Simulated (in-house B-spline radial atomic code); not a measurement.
Radial electron density of Fe⁵⁺, [Ar] 3d3. All numbers are computed (scalar-relativistic (X2C) r2SCAN0, spin-polarised, spherical fractional occupations, exact exchange averaged over the configuration; Fermi nucleus of rms radius 3.7377 fm) with a B-spline radial code for spherical atoms, not measured.

One-electron X2C: radii and densities carry no picture-change correction, so inner-shell <1/r> comes out high (for 1s by about 2 % at Z = 33, 5 % at 54, 10 % at 75, 30 % at 118) and <r> low.

Columns: r (bohr), 4πr²n(r) (electrons per bohr), bar.

```
 0.00221   0.8462 #
 0.00264    1.157 #
 0.00314    1.563 ##
 0.00375    2.118 ###
 0.00447    2.845 ####
 0.00533    3.798 #####
 0.00635    5.024 ######
 0.00758    6.603 ########
 0.00903    8.554 ###########
  0.0108    10.99 ##############
  0.0128    13.72 #################
  0.0153    16.99 #####################
  0.0183    20.56 ##########################
  0.0218    24.09 ##############################
   0.026    27.34 ##################################
   0.031    29.88 ######################################
  0.0369    31.27 #######################################
   0.044    31.26 #######################################
  0.0525    29.85 #####################################
  0.0626    27.56 ###################################
  0.0746    25.35 ################################
   0.089    24.41 ###############################
   0.106    25.61 ################################
   0.127    28.95 ####################################
   0.151    32.79 #########################################
    0.18    35.04 ############################################
   0.214     33.7 ##########################################
   0.256    28.26 ###################################
   0.305    20.88 ##########################
   0.364     14.7 ##################
   0.434    12.27 ###############
   0.517    13.36 #################
   0.616    15.34 ###################
   0.735    15.37 ###################
   0.876    12.62 ################
    1.05    8.221 ##########
    1.25    4.335 #####
    1.49    1.795 ##
    1.77   0.5916 #
    2.11   0.1465 
    2.52  0.02665 
       3 0.003577
```

On this grid the curve has 3 maxima, near 0.0369, 0.18, 0.735 bohr.

The 3d up radial function P(r) = rR(r), positive near the nucleus:

```
r (bohr)         P
  0.0218  0.001668
   0.031  0.004401
   0.044   0.01124
  0.0626   0.02779
   0.089   0.06517
   0.127    0.1436
    0.18    0.2848
   0.256     0.507
   0.364    0.7826
   0.517     1.016
   0.735     1.064
    1.05     0.846
    1.49    0.4812
    2.11    0.1742
       3   0.03216
```
